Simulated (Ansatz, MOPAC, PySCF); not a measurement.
Noncovalent pair: H2 (SMILES [H][H]) (first 2 atoms) with CH6Si (SMILES C[SiH3]); geometry from B3LYP-D3(BJ)/def2-TZVP.
(charge 0, multiplicity 1):
```xyz
10

H     -0.612     0.304     0.138
H      0.031     0.269    -0.236
C      0.751    -1.122     3.238
Si    -0.250     0.439     3.520
H      1.712    -1.066     3.753
H      0.945    -1.272     2.174
H      0.218    -1.998     3.612
H     -0.512     0.635     4.967
H     -1.554     0.359     2.819
H      0.478     1.628     3.013
```

Monomers are frozen at their geometry in the pair; levels with a basis set take the counterpoise correction. Rows marked so take none.

Frozen-core correlation. Rows in 6-31G* carry no dispersion term and start afresh at each structure (6-31G* with six Cartesian d functions). The state reached by PM3, PM6 isn't checked.

Codes used: Ansatz (Gaussian orbitals); MOPAC for PM3, PM6 (differences of heats of formation); PySCF for 6-31G* rows, M06-2X, the dispersion terms. 

| level | interaction energy (kJ/mol) |
|---|---|
| PM3 | -1.4 |
| PM6 | -0.4 |
| BLYP/def2-TZVPPD | 2.2 |
| B3LYP/6-31G* | 1.5 |
| B3LYP/6-31G* (no counterpoise) | [?] |
| BHLYP/def2-TZVPPD | [?] |
| BHLYP-D4/def2-TZVPPD | -1.9 |
| M06-2X/def2-TZVPPD | -1.8 |
| B2PLYP-D4/def2-TZVPPD | -1.3 |

### Question
What belongs in the gaps?

### Answer

- B3LYP/6-31G* (no counterpoise), interaction energy (kJ/mol): 0.9
- BHLYP/def2-TZVPPD, interaction energy (kJ/mol): 0.2

Ansatz is a quantum-chemistry and plane-wave program.
